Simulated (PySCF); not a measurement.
Compound: C6H13PS.
Structure used (PBE0-D3(BJ)/def2-SVP), in Å, numbered top down from 1:
```xyz
21
C6H13PS angstrom
C     -2.6475    1.4938    0.6521
C     -2.5866    0.3450   -0.2970
C     -1.5670   -0.5103   -0.4673
P      0.0142   -0.4406    0.4456
C      0.2978   -2.2427    0.7254
C      1.1540   -0.2050   -1.0189
S      2.9042   -0.3335   -0.5740
C      3.0899    1.1801    0.3916
H     -2.7633    2.4443    0.1045
H     -1.7446    1.5575    1.2757
H     -3.5276    1.4068    1.3106
H     -3.4805    0.1957   -0.9181
H     -1.6806   -1.3115   -1.2120
H      0.0596   -2.8502   -0.1631
H      1.3590   -2.3824    0.9810
H     -0.3162   -2.5862    1.5706
H      0.9501    0.7769   -1.4768
H      0.9767   -0.9739   -1.7894
H      4.1076    1.1749    0.8058
H      2.3655    1.2103    1.2188
H      2.9674    2.0732   -0.2402
```

The calculation used TDDFT B3LYP/def2-SVPD, vertical, gas phase, core orbitals frozen in the response (PySCF 2.14.0, density-fitted response routines).

Transition dipole moments from the ground state, in atomic units and in the frame of the coordinates above (overall signs are arbitrary), for the states with f of 0.002 or more among the lowest 7:

| state | E (eV) | μx | μy | μz |
| --- | --- | --- | --- | --- |
| S1 | 4.641 | 0.529 | 0.062 | -0.184 |
| S2 | 4.981 | -0.217 | 0.072 | 0.020 |
| S3 | 5.346 | 0.252 | 0.018 | 0.076 |
| S4 | 5.596 | -0.212 | -0.071 | 0.116 |
| S5 | 5.875 | 0.174 | -0.181 | 0.215 |
| S6 | 6.036 | 0.162 | 0.422 | 0.186 |
| S7 | 6.063 | 0.199 | -0.178 | 0.181 |

Problem. What oscillator strength does each state have?

Solution. f = (2/3) ΔE |μ|² with ΔE in hartree (27.2114 eV).

```json
{"state": "S1", "|μ|² (au)": "0.318", "|μ| (D)": "1.43", "f": "0.036"}
{"state": "S2", "|μ|² (au)": "0.053", "|μ| (D)": "0.58", "f": "0.006"}
{"state": "S3", "|μ|² (au)": "0.069", "|μ| (D)": "0.67", "f": "0.009"}
{"state": "S4", "|μ|² (au)": "0.063", "|μ| (D)": "0.64", "f": "0.009"}
{"state": "S5", "|μ|² (au)": "0.109", "|μ| (D)": "0.84", "f": "0.016"}
{"state": "S6", "|μ|² (au)": "0.239", "|μ| (D)": "1.24", "f": "0.035"}
{"state": "S7", "|μ|² (au)": "0.104", "|μ| (D)": "0.82", "f": "0.015"}
```

Problem. What angle do the transition dipoles of S1 and S7 make?

Solution. |cos θ| = |μa·μb| / (|μa| |μb|) = 0.34, so θ ≈ 70° (taken between 0 and 90°, since the signs are arbitrary).

All these states lie below the vertical ionisation energy of 7.84 eV (ΔSCF).

One conformer stands for the species.
